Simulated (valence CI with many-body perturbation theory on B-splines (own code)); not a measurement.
Ladder of approximations for Kr20+

Computed by relativistic CI+MBPT: six valence electrons over a frozen Dirac-Fock core [Ne], radial functions for each j: 9 s, 9 p, 8 d, 6 f, 3 g, 1 h, with the one-electron correlation potential Σ1 (screened to all orders), the two-electron term Σ2, the three-electron term Σ3, Breit, model QED; selected single and double excitations, second order for the rest, scaled by the run's own slope (own B-spline code, finite nucleus).

No measured levels were compared; by estimate levels of excited configurations hold to 0.05 to 0.15 % of their energy, terms of the ground configuration to about 0.5 %. Among the levels kept, up to 1500 cm⁻¹ of a level comes from second order outside the variational space, and about a tenth of that is noise between levels of different J, which matters for small intervals.

Each rung adds one term. CI alone is the Dirac-Coulomb CI over the frozen core; QED comes last and gives the full result, which names the levels. Energies are above 3s2.3p4 3P_2 on the same rung, in eV.

Names give the largest LS component (configuration and term), which can be under half, so a name can repeat, a term be missing and a line seem to break the LS rules; names also repeat where a configuration has a term twice. Letters in brackets count levels of one name in rising energy.

```csv
Level,CI alone,+ Σ1,+ Σ2,+ Σ3,+ Breit,Full
3s2.3p4 3P_0,5.92,5.92,5.91,5.88,5.88,5.88
3s2.3p4 3P_1,9.85,9.88,9.90,9.91,9.73,9.75
3s2.3p4 1D_2,14.44,14.47,14.47,14.45,14.24,14.26
3s2.3p4 1S_0,28.23,28.29,28.28,28.24,27.90,27.93
3s.3p5 3P°_2,68.49,68.38,68.36,68.46,68.41,68.21
3s.3p5 3P°_1,73.51,73.41,73.37,73.47,73.37,73.18
3s.3p5 3P°_0,78.88,78.80,78.81,78.91,78.69,78.52
3s2.3p3.3d 5D°_2 [a],87.20,87.08,86.93,86.86,86.65,86.63
3s2.3p3.3d 5D°_3,87.47,87.36,87.21,87.15,86.87,86.85
3s2.3p3.3d 5D°_0,87.72,87.61,87.47,87.41,87.22,87.19
3s2.3p3.3d 5D°_1 [a],87.82,87.72,87.58,87.56,87.32,87.26
3s2.3p3.3d 5D°_1 [b],88.48,88.39,88.24,88.25,87.99,87.91
3s2.3p3.3d 5D°_4,89.15,89.05,88.91,88.85,88.46,88.46
3s2.3p3.3d 5D°_2 [b],91.60,91.50,91.32,91.25,90.95,90.94
3s2.3p3.3d 3D°_3 [a],96.02,95.93,95.78,95.70,95.30,95.30
3s2.3p3.3d 3D°_1 [a],96.60,96.50,96.34,96.26,95.89,95.89
3s2.3p3.3d 3F°_2 [a],96.97,96.87,96.70,96.62,96.28,96.27
3s2.3p3.3d 1S°_0,97.55,97.46,97.27,97.20,96.87,96.86
3s2.3p3.3d 3F°_3 [a],98.45,98.36,98.19,98.11,97.69,97.69
3s2.3p3.3d 3G°_3,100.44,100.34,100.15,100.02,99.70,99.69
3s2.3p3.3d 3F°_4 [a],100.62,100.54,100.38,100.28,99.79,99.80
3s2.3p3.3d 3F°_4 [b],102.99,102.91,102.74,102.62,102.17,102.17
3s2.3p3.3d 1G°_4,104.71,104.62,104.46,104.32,103.86,103.87
3s2.3p3.3d 3G°_5,105.32,105.24,105.09,104.96,104.39,104.40
3s2.3p3.3d 3D°_1 [b],105.68,105.58,105.35,105.16,104.93,104.91
3s2.3p3.3d 1D°_2,107.18,107.09,106.87,106.73,106.36,106.36
3s2.3p3.3d 3P°_1 [a],109.92,109.84,109.56,109.40,109.04,109.02
3s2.3p3.3d 3P°_0,109.87,109.78,109.59,109.44,109.05,109.05
3s2.3p3.3d 3D°_2,111.85,111.78,111.60,111.41,110.99,111.00
3s2.3p3.3d 3F°_3 [b],113.11,113.03,112.83,112.66,112.17,112.18
3s2.3p3.3d 3F°_2 [b],113.39,113.31,113.04,112.86,112.44,112.44
```

**Question.** How does the ionisation energy move along the ladder, and which term matters most?

**Answer.** CI alone 884.13, + Σ1 884.85, + Σ2 884.88, + Σ3 884.48, + Breit 884.09, + QED 884.10 eV. The largest step is Σ1, 0.72 eV. NIST lists 882.8 ± 1.3 eV (semi-empirical).
